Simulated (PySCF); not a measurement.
First SCF of a structure search on quartet TcO(OH)₂, at a hand-made B3LYP minimum (heavy-atom frame) geometry. PySCF input:

```python
from pyscf import gto, scf, dft
mol = gto.M(atom='''
Tc     0.019350    -0.010590    -0.000000
O     -0.000000    -1.707740     0.000000
O     -0.010530     0.834300     1.681810
O     -0.010530     0.834300    -1.681810
H     -0.782220     0.830110     2.267980
H     -0.782220     0.830110    -2.267980''',
    basis={'Tc': 'def2-SVP', 'O': 'def2-SVP', 'H': 'def2-SVP'},
    ecp={'Tc': 'def2-SVP'},
    charge=0, spin=3)
mf = dft.UKS(mol, xc='B3LYP')
mf.grids.atom_grid = (50, 194)
aux = {'Tc': 'def2-universal-JKFIT', 'O': 'def2-universal-JKFIT', 'H': 'def2-universal-JKFIT'}
mf = mf.density_fit(auxbasis=aux)
mf.conv_tol = 1e-08
mf.diis_space = 10
mf.max_cycle = 60
mf.init_guess = 'minao'
mf.verbose = 4
mf.kernel()
```

Excerpt of the output (cycles alone):

```
init E= -299.087242570981
cycle= 1 E= -307.095390645371  delta_E= -8.01  |g|= 1.09  |ddm|= 2.47
cycle= 2 E= -301.710479614276  delta_E= 5.38  |g|= 3.35  |ddm|= 2.88
cycle= 3 E= -307.243276145313  delta_E= -5.53  |g|= 0.824  |ddm|= 2.67
cycle= 4 E= -307.520674066918  delta_E= -0.277  |g|= 0.287  |ddm|= 0.777
cycle= 5 E= -307.534733998961  delta_E= -0.0141  |g|= 0.199  |ddm|= 0.357
cycle= 6 E= -307.553013985312  delta_E= -0.0183  |g|= 0.0418  |ddm|= 0.189
cycle= 7 E= -307.553674335857  delta_E= -0.00066  |g|= 0.0163  |ddm|= 0.0255
cycle= 8 E= -307.553785647732  delta_E= -0.000111  |g|= 0.00313  |ddm|= 0.0111
cycle= 9 E= -307.553791248188  delta_E= -5.6e-06  |g|= 0.000506  |ddm|= 0.00379
cycle= 10 E= -307.553791490935  delta_E= -2.43e-07  |g|= 0.000259  |ddm|= 0.000937
cycle= 11 E= -307.553791549721  delta_E= -5.88e-08  |g|= 0.000142  |ddm|= 0.000551
cycle= 12 E= -307.55379156084  delta_E= -1.11e-08  |g|= 2.57e-05  |ddm|= 0.000166
cycle= 13 E= -307.553791561358  delta_E= -5.18e-10  |g|= 5.35e-06  |ddm|= 4.13e-05
Extra cycle  E= -307.553791561442  delta_E= -8.38e-11  |g|= 5.67e-06  |ddm|= 1.95e-05
converged SCF energy = -307.553791561442  <S^2> = 3.7596956  2S+1 = 4.0048448
```

No lower solution of this spin was found from smeared starts or by a stability analysis within the unrestricted form.

Open d and f shells are described by one determinant, and the ground state may have another occupation or spin.

The search for the lowest solution, 3 starts and the stability check together, took 17 s on 2 threads of a shared Arm Neoverse V1 host, with 83 basis functions; the process peaked at 0.55 GiB. Launch command: `OMP_NUM_THREADS=2 python axn.py task.json out`.
